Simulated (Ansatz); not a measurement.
Total energies of C$_{6}$H$_{15}$GaOS, SMILES `CC(C)[O][Ga]([SH])[CH](C)C`.

```xyz
24

C    -2.377    1.871   -0.124
C    -1.206    1.092    0.441
C    -1.156    1.167    1.956
O    -0.017    1.623   -0.105
Ga    1.384    0.644   -0.623
S     3.003    1.984   -1.282
C     1.420   -1.337   -0.636
C     1.151   -1.924    0.746
C     0.454   -1.894   -1.679
H    -2.395    1.798   -1.214
H    -2.285    2.926    0.144
H    -3.326    1.494    0.265
H    -1.327    0.035    0.152
H    -2.077    0.782    2.401
H    -1.023    2.205    2.271
H    -0.318    0.584    2.347
H     3.823    0.967   -1.597
H     2.441   -1.601   -0.933
H     1.865   -1.574    1.495
H     0.148   -1.674    1.104
H     1.218   -3.018    0.716
H    -0.583   -1.632   -1.451
H     0.672   -1.529   -2.686
H     0.511   -2.988   -1.708
```

The species carries charge 0 and has multiplicity 1. Correlated methods include outer-core shells of Ga, which these sets cover unevenly. Scalar relativity is left out up to krypton. Geometry: relaxed with PBE0-D4/def2-TZVP. It is one conformer, not always the lowest. Basis def2-TZVPP, Ansatz 0.2.0.

RPA on PBE orbitals: Hartree–Fock energy of these orbitals -2631.67057 Eh, correlation -2.79041 Eh (frozen core).

| functional | energy without D4 (Eh) | D4 term (kJ/mol) |
| --- | --- | --- |
| LDA (SPW92) | -2628.95464 | – |
| PBE | -2635.25959 | -61.7 |
| revPBE | -2635.82330 | -177.3 |
| BLYP | -2636.04690 | -130.4 |
| r2SCAN | -2635.92394 | -17.6 |
| B97M-V | -2635.66381 | – |
| PBE0 | -2635.37790 | -53.4 |
| B3LYP | -2636.22518 | -97.5 |
| r2SCANh | -2635.89882 | -18.6 |
| r2SCAN0 | -2635.86381 | -20.4 |
| HSE06 (plane-wave form) | -2635.35147 | -50.1 |
| BHLYP | -2635.92356 | -75.9 |
| CAM-B3LYP | -2636.10884 | -54.7 |
| LC-ωPBE | -2635.59513 | – |
| ωB97X-V | -2635.82318 | – |
| ωB97M-V | -2635.85851 | – |
| B2PLYP | -2635.37578 | – |
| PBE-QIDH | -2634.92131 | – |

B3LYP takes the VWN-RPA correlation (the form of Gaussian; ORCA's B3LYP/G). HSE06 is the plane-wave form, built on full-range PBE exchange. The double hybrids freeze the cores in their second-order part.

LC-ωPBE has ω = 0.4 bohr⁻¹.
